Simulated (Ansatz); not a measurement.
Sr₅S₆⁻. The state is a doublet with charge -1. Geometry PBE-D4/def2-SVP; atoms count from 1.

```xyz
11

Sr    2.017   -3.043    3.807
Sr    0.675    1.069   -2.933
Sr   -1.135    0.533    1.067
Sr   -2.911    2.722   -1.750
Sr    2.558   -1.931    0.201
S     3.777   -3.773    2.016
S     0.656   -1.197    2.337
S    -3.885    1.000    0.366
S     2.502   -0.858   -2.318
S    -2.903    2.809    1.154
S    -1.350    2.668   -3.946
```

In the def2 sets Sr takes a core potential; there is no spin–orbit coupling. Another isomer (doublet) lies 3.80 eV lower at PBE0-D4/def2-SVP; other spin states weren't run for this one.

(1) Estimate the Mulliken populations from the PBE0/def2-SVP orbitals of Ansatz.

(2) Where does the spin sit?

(3) And the Mayer bond orders between bonded heavy atoms (over 0.3)?

Results:

(1) 
```tsv
atom	charge (e)	spin (α − β)
Sr1	0.39	-0.01
Sr2	0.23	0.45
Sr3	0.42	0.71
Sr4	0.53	-0.03
Sr5	0.80	-0.14
S6	-0.59	0.00
S7	-0.73	0.00
S8	-0.40	0.00
S9	-0.63	0.02
S10	-0.40	0.00
S11	-0.61	0.02
```
Mulliken values and Mayer orders depend strongly on the basis.

(2) Summed by element: Sr 0.97, S 0.03, of 1 unpaired in all. Largest on single atoms: Sr3 0.71, Sr2 0.45, Sr5 -0.14.

(3) Sr1–S6 1.51 (2.62 Å); Sr1–S7 0.97 (2.72 Å); Sr2–Sr3 0.55 (4.42 Å); Sr2–S9 1.11 (2.73 Å); Sr2–S11 1.01 (2.77 Å); Sr3–S7 0.75 (2.80 Å); Sr3–S8 0.48 (2.88 Å); Sr3–S10 0.50 (2.88 Å); Sr4–S8 0.58 (2.90 Å); Sr4–S10 0.54 (2.91 Å); Sr4–S11 1.19 (2.69 Å); Sr5–S6 0.66 (2.86 Å); Sr5–S7 0.35 (2.95 Å); Sr5–S9 1.08 (2.74 Å); S8–S10 0.96 (2.20 Å).
